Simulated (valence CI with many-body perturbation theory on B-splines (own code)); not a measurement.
Nd+ in brief

Computed by valence CI with perturbative core correlation (CI+MBPT): five valence electrons over a frozen Dirac-Fock core [Xe], radial functions for each j: 7 s, 7 p, 7 d, 7 f, 4 g, 2 h, with the one-electron correlation potential Σ1, the two-electron term Σ2, the three-electron term Σ3, Breit, model QED; the open f shell's mean field enters the energy denominators; selected CI, second order for the rest, scaled by the run's own slope (own B-spline code, finite nucleus).

Set against measurement, 20 paired levels are off by 362 cm⁻¹ on average, the worst by 604. These come from a selection out of the NIST Handbook of Basic Atomic Spectroscopic Data. Levels without a partner in it may be off by more, other configurations by several thousand cm⁻¹. Not all symmetries were solved, so the list stops early. Among the levels kept, up to 2100 cm⁻¹ of a level comes from second order outside the variational space, and about a tenth of that is noise between levels of different J, which matters for small intervals. Only levels of the ground parity were solved; by the run's estimate the other parity begins above the list, which can be wrong where configurations are misplaced.

Names give the largest LS component (configuration and term), which can be under half, so a name can repeat, a term be missing and a line seem to break the LS rules; names also repeat where a configuration has a term twice.

Rates and lifetimes use the calculated energies. Strong lines usually hold to 10 to 20 %, long lifetimes can be off by a factor of two.

Task: What is the ground level?

Result: 4f⁴6s ⁶I_7/2, composition 91 % 4f⁴6s ⁶I + 4 % 4f⁴6s ⁴H, g = 0.452.

Task: What is the ionisation energy?

Result: 10.445 eV; NIST lists 10.783 ± 0.02 eV (semi-empirical).

Task: How well does LS coupling describe the low levels?

Result: Among the lowest 20 levels the leading LS term, summed over configurations, holds 88 % on average. For single configurations the figures are 84 % in LS and 44 % in jj coupling. Terms mix most in the J = 9/2 level at 0.0663 eV, where the leading one holds 67 %.

Task: How is the term ⁶I of the ground level split?

Result: J = 7/2 at 0.0000, J = 9/2 at 0.0663, J = 11/2 at 0.1948, J = 13/2 at 0.3485, J = 15/2 at 0.5036, J = 17/2 at 0.6743 eV.

Task: What are the static dipole polarisabilities of the lowest levels?

Result: 4f⁴6s ⁶I_7/2 82.7 (tensor -1.2); 4f⁴6s ⁶I_9/2 83.6 (tensor -1.1); 4f⁴6s ⁶I_11/2 82.4 (tensor -1.2); 4f⁴6s ⁴I_9/2 83.9 (tensor -0.94) bohr³, of which the core gives 5.01.
